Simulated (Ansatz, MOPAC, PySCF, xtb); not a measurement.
Complex: C2H4 (SMILES C=C) (first 6 atoms) with C2H6O (SMILES COC); geometry from B3LYP-D3(BJ)/def2-TZVP, rigid monomers moved along the line of their centres of mass till H5···O8 is 2.80 Å.
(charge 0, multiplicity 1):
```xyz
15

C      0.51837    -0.50382     0.28774
C     -0.39773     0.43656     0.46910
H      0.85996    -0.79039    -0.69980
H      0.96668    -1.02877     1.12301
H     -0.73507     0.71854     1.45918
H     -0.84211     0.95753    -0.37098
C      0.66867     0.77971     4.50929
O     -0.68969     0.49988     4.24942
C     -1.00115    -0.86747     4.40539
H      1.32872     0.23419     3.82300
H      0.94020     0.51549     5.53951
H      0.81475     1.84883     4.36463
H     -0.42037    -1.49220     3.71497
H     -2.06037    -0.98783     4.18443
H     -0.80660    -1.20625     5.43118
```

Interaction energies are E(AB) − E(A) − E(B) at the monomers' geometry in the complex; basis-set methods are counterpoise corrected. Rows marked so take none.

Correlated levels freeze the cores. Rows in 6-31G* carry no dispersion term and start afresh at each structure (6-31G* with six Cartesian d functions). The state that PM3, PM7 reach isn't checked; PM7 holds dispersion and hydrogen-bond terms.

Run with Ansatz (Gaussian basis) for Hartree–Fock, density functionals and correlated methods; MOPAC for PM3, PM7 (differences of heats of formation); PySCF for 6-31G* rows, the dispersion terms; xtb for the GFN methods. Each number belongs to the level named beside it.

```
level                           interaction energy (meV)
------------------------------  ------------------------
GFN-FF                                             -53.7
PM3                                                -20.5
PM7                                                -61.7
r2SCAN/def2-TZVPPD                                 -42.7
r2SCAN-D3(BJ)/def2-TZVPPD                          -66.3
B3LYP/6-31G* (no counterpoise)                     -58.1
B3LYP-D3(BJ)/def2-TZVPPD                           -72.2
SCS-MP2/aug-cc-pVDZ                                -49.7
CCSD(T)/aug-cc-pVDZ                           (withheld)
```

Q: Complete the blanks.

A: 
- CCSD(T)/aug-cc-pVDZ, interaction energy (meV): -64.0

Ansatz is a first-principles code.
